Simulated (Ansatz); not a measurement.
Job for Ansatz (a quantum-chemistry and plane-wave program): U-B3LYP/def2-TZVPP on InCl, a point of a bond scan (R = 2.929 Å). Elements past Kr take the def2 small-core potentials; no spin–orbit coupling.

Ansatz 0.2 input:
```yaml
crystal:
  periodic: [false, false, false]
  atoms:
    - {symbol: In, position_ang: [-0.00000000, -0.00000000, -0.62874031]}
    - {symbol: Cl, position_ang: [0.00000000, 0.00000000, 2.30044983]}
basis:
  gaussian:
    orbitals: def2-TZVPP
hamiltonian:
  xc: {name: B3LYP}
magnetization: {spin_polarized: true, initial_magnetization: 0}
```

The head of its log:

```
WARN ansatz: RAYON_NUM_THREADS=1 ignored (pool sized by the plan → 1); use --threads N
Functional definition: B3LYP
integrals: 0.03 GiB planned
778 factors; their error is unknown
mean field: 0.33 GiB planned
mean field evaluation 1: about -17698.7840 eV, gradient 1.7e1 eV
mean field evaluation 2: about -17613.9269 eV, gradient 1.0e2 eV
```

Question: Predict the final total energy.

Answer: -650.4969 hartree.
